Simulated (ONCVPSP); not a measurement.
**Logarithmic derivatives: tellurium (Te), ONCV**

```
Element                 : tellurium (Te)
Generator               : ONCVPSP 4.0.1
Type                    : optimised norm-conserving Vanderbilt (ONCV)
Functional              : PBE
Relativity              : scalar-relativistic
Frozen core             : [Ar] 3d10
Valence charge          : 24
Reference configuration : 4s2 4p6 4d10 5s2 5p4
Partial waves           : 4s+5s: rc 1.20 bohr, ncon 4, nbas 7, qcut 8.1 1/bohr, 2 projectors; 4p+5p: rc 1.25 bohr, ncon 5, nbas 9, qcut 12 1/bohr, 2 projectors; 4d: rc 0.90 bohr, ncon 3, nbas 6, qcut 9.2 1/bohr, 2 projectors, debl 0.7 Ha
Local potential         : polynomial inside 0.60 bohr (lpopt 2, dvloc0 0 Ha)
Core correction         : polynomial model core, fcfact 0.35
```

In the d channel the program set the typed energies aside and used -1.531, 0.250 Ha.

The phase is arctan(r·R′/R) of the radial function R(r), unwrapped; energies in Ha, scanned from -8 to 5 Ha. A pole is an energy at which the radial function vanishes at the test radius. The pseudo phase is shifted by a multiple of π to meet the all-electron one at the reference energy, and phase errors are pseudo minus all-electron; the curves can meet again beyond the range given. Levels narrower than the energy grid can be missing from the lists of poles.

| channel | radius (bohr) | reference energy (Ha) | poles, all-electron | poles, pseudo | unbroken range about the reference energy with phases within 0.05 rad | phase error 1 Ha above the reference energy (rad) |
| --- | --- | --- | --- | --- | --- | --- |
| s | 1.22 | -0.56 | -5.09 | -5.09 | the whole range | -0.000 |
| p | 1.27 | -0.22 | -3.21 | -3.21 | the whole range | -0.000 |
| d | 0.91 | -1.53 | none | none | the whole range | -0.000 |

Phases in the d channel:

| E (Ha) | all-electron | pseudo |
| --- | --- | --- |
| -7.96 | 1.001 | 0.999 |
| -7.60 | 0.966 | 0.964 |
| -7.24 | 0.925 | 0.924 |
| -6.88 | 0.878 | 0.877 |
| -6.52 | 0.824 | 0.822 |
| -6.16 | 0.759 | 0.758 |
| -5.80 | 0.682 | 0.681 |
| -5.44 | 0.591 | 0.590 |
| -5.08 | 0.481 | 0.480 |
| -4.72 | 0.352 | 0.351 |
| -4.36 | 0.202 | 0.201 |
| -4.00 | 0.034 | 0.033 |
| -3.64 | -0.146 | -0.146 |
| -3.28 | -0.326 | -0.326 |
| -2.92 | -0.495 | -0.496 |
| -2.56 | -0.648 | -0.648 |
| -2.20 | -0.779 | -0.779 |
| -1.84 | -0.891 | -0.891 |
| -1.48 | -0.984 | -0.984 |
| -1.12 | -1.063 | -1.063 |
| -0.76 | -1.129 | -1.129 |
| -0.40 | -1.186 | -1.186 |
| -0.04 | -1.234 | -1.234 |
| 0.32 | -1.276 | -1.276 |
| 0.68 | -1.313 | -1.313 |
| 1.04 | -1.345 | -1.345 |
| 1.40 | -1.374 | -1.374 |
| 1.76 | -1.400 | -1.400 |
| 2.12 | -1.423 | -1.423 |
| 2.48 | -1.444 | -1.444 |
| 2.84 | -1.464 | -1.464 |
| 3.20 | -1.482 | -1.482 |
| 3.56 | -1.498 | -1.499 |
| 3.92 | -1.514 | -1.514 |
| 4.28 | -1.529 | -1.529 |
| 4.64 | -1.543 | -1.544 |
| 5.00 | -1.557 | -1.557 |
